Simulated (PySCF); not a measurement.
## SiF4

SiF4 is a small molecule, neutral, singlet. The structure was relaxed in the gas phase by PBE0-D3(BJ)/def2-SVP. No frequency run checks that it is a minimum.

SMILES: F[Si](F)(F)F

```xyz
5

Si   -0.012    0.013    0.012
F     1.415   -0.504    0.472
F     0.027    0.382   -1.530
F    -1.093   -1.121    0.254
F    -0.404    1.299    0.853
```
(Å; atoms numbered from 1)

Shieldings: GIAO PBE0/pcSseg-2. Shifts are against computed references at the same level: Si TMS (σ 341.3 ppm). Core levels by delta-SCF with SCAN, pcX-2 on the ionised atom and pcseg-1 elsewhere, spin-free X2C (2p3/2 is the spin-free 2p value less a third of a first-order spin-orbit splitting); from the vacuum level, for chosen atoms.

Problem. Give the NMR and core-level values of the distinct atoms.

Solution. 
```json
{"atoms": "Si1", "bonded to": "4 F", "σ (ppm)": "450.1", "δ (ppm)": "-108.8", "core level (eV)": "2p3/2 111.99"}
{"atoms": "F2 F3 F4 F5", "bonded to": "1 Si", "σ (ppm)": "342.4", "δ (ppm)": "-", "core level (eV)": "1s 694.48"}
```

Values are those of this one static structure; atoms that internal rotation interchanges would show their mean in an NMR spectrum.

Problem. By CAM-B3LYP/def2-SVPD (TDDFT singlets, Tamm-Dancoff triplets, ionisation by delta-SCF), where does absorption start, and what does vertical ionisation take?

Solution. The first singlet with intensity lies at 12.05 eV (f 0.212); what lies below it is dark. The lowest singlet lies at 10.91 eV (f 0.000), the strongest of the first 6 at 12.05 eV (f 0.212), the lowest triplet at 10.56 eV; vertical ionisation takes 16.03 eV.
